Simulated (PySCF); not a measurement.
Problem. What does the PBE0-D3(BJ)/def2-SVP structure of `CB(P)[AsH2]` look like in three dimensions?

Solution. 
```xyz
11
CH7AsBP angstrom
C     -0.3568   -1.3517    0.5645
B      0.0010    0.0552   -0.0308
P     -1.2227    0.9897   -1.1273
As     1.7907    0.9118    0.3784
H     -1.3198   -1.7608    0.2244
H     -0.4124   -1.2449    1.6640
H      0.4333   -2.0968    0.3773
H     -0.9674    2.3498   -0.8019
H     -2.4410    0.8244   -0.4098
H      2.6690   -0.2714    0.0007
H      1.9736    1.6444   -0.9402
```

Orientation and origin are arbitrary. Atoms count from 1 in this order. As4 (arsenic bonded to B and 2 H) is pyramidal (angles 97.8°, 97.5° and 95.2°, sum 290.5°, 0.83 Å off the plane of its three neighbours). The 4 heavy atoms lie in one plane (0.002 Å rms). B2 (three-coordinate boron) is planar (angles 121.0°, 120.3° and 118.7°, sum 360.0°, 0.00 Å off the plane of its three neighbours). P3 (three-coordinate phosphorus) is pyramidal (angles 102.9°, 101.8° and 98.6°, sum 303.3°, 0.70 Å off the plane of its three neighbours).

Bonds between heavy atoms (Å): C1–B2 1.569, B2–P3 1.890, B2–As4 2.026.

The calculation used PySCF 2.14.0, PBE0-D3(BJ)/def2-SVP geometry optimisation, gas phase.

No frequency check. The numbers are those of one conformer (C1–B2–P3–H 147° and 45°, C1–B2–As4–H 51° and 147°).

On an AMD EPYC 9R45 with one thread (shared host), this took 16 s of wall time and 0.47 GiB of memory at its peak. That covers the optimisation of the geometry.
